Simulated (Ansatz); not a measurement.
Z-matrix (Å, degrees):
```
C
C 1 1.332
H 1 1.089 2 122.4
H 1 1.088 2 122.2 3 -180.0
In 2 2.135 1 121.1 3 180.0
H 2 1.089 1 117.6 3 0.0
H 5 1.724 2 122.0 1 -179.9
H 5 1.728 2 115.9 1 0.1
```

Charge 0, multiplicity 1. In: def2 effective core potential.

Task: List the r2SCAN/def2-TZVPP orbital energies in eV (the Gaussian-basis code of Ansatz). (An estimate is asked.)

Result: Computed: Occupied: -273.28, -273.03, -125.27, -82.03, -81.66, -81.64, -19.96, -19.26, -19.09, -19.08, -19.01, -18.82, -14.44, -11.70, -10.62, -9.62, -7.16, -7.13, -6.64. Lowest empty: -2.30, -0.34, -0.01, 1.07, 1.81, 2.16, 2.67, 2.87.
